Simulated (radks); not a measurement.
The numbers below are computed, except where a source is named.
Ionisation of the silver ion Ag3+, [Kr] 4d8, to [Kr] 4d7 as the strength of local exchange is varied. Code: a radial shooting solver on a logarithmic mesh with Libxc functionals. Model: scalar-relativistic Kohn-Sham, Slater X-alpha exchange (alpha = 2/3 is LDA exchange), no correlation, spin-unpolarised, spherical densities, point nucleus.

| alpha | E(Ag3+) (hartree) | exchange (hartree) | IE (eV) | -e of the level emptied (eV) | <r> of it (bohr) |
|---|---|---|---|---|---|
| 0.59 | -5288.43249 | -122.21299 | 48.372 | 40.564 (4d) | 1.273 |
| 0.61 | -5292.58519 | -126.45128 | 48.851 | 41.014 (4d) | 1.269 |
| 0.612 | -5293.00063 | -126.87545 | 48.899 | 41.059 (4d) | 1.268 |
| 0.63 | -5296.74103 | -130.69582 | 49.334 | 41.467 (4d) | 1.264 |
| 0.667 | -5304.43761 | -138.56465 | 50.234 | 42.313 (4d) | 1.256 |

NIST Atomic Spectra Database: 49 +/- 1.7 eV (theoretical). The Delta-SCF value meets it near alpha = 0.62. Spin polarisation and multiplet splitting are left out, so open shells lie too high by an amount that depends on their filling.

Beside tabulated values, note that spin-unpolarised runs miss the spin-polarisation part of the exchange energy of open shells.
